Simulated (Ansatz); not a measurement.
The same group exchange along the group O, S, Se.

Isolated molecules relaxed with PBE0-D4/def2-TZVP in Ansatz; ΔE leaves out vibrations. CCSD(T)/CBS adds triple-zeta CCSD(T) − MP2 to the extrapolated MP2 energy (def2 sets, frozen cores). This one scheme is used for every species. DFT in def2-TZVPP. B3LYP here is the variant with VWN-RPA as its local correlation; programs differ in this. For Se outer-core shells are correlated without core-valence functions, which leaves a few kJ/mol of doubt a bond. Scalar relativity is left out up to krypton. One conformer a species, not always the lowest.

```json
{"reaction": "`O[SiH](F)F` + `N[SiH2]F` → `N[SiH](O)F` + `F[SiH2]F`", "B3LYP-D4 (kJ/mol)": "8", "PBE0-D4 (kJ/mol)": "9", "RPA@PBE/def2-TZVPP (kJ/mol)": "7", "r2SCAN-D4 (kJ/mol)": "8"}
{"reaction": "`F[SiH](F)S` + `N[SiH2]F` → `N[SiH](F)S` + `F[SiH2]F`", "B3LYP-D4 (kJ/mol)": "-4", "PBE0-D4 (kJ/mol)": "-3", "RPA@PBE/def2-TZVPP (kJ/mol)": "-4", "r2SCAN-D4 (kJ/mol)": "-3"}
{"reaction": "`F[SiH](F)[SeH]` + `N[SiH2]F` → `N[SiH](F)[SeH]` + `F[SiH2]F`", "B3LYP-D4 (kJ/mol)": "0", "PBE0-D4 (kJ/mol)": "1", "RPA@PBE/def2-TZVPP (kJ/mol)": "-1", "r2SCAN-D4 (kJ/mol)": "1"}
```

(1) Give the CCSD(T)/CBS values in the same order. (Estimate.)

Largest T1 diagnostic: 0.012, for `F[SiH](F)S`.

Results:

(1) Ansatz gave: 8, -4, -1 kJ/mol.
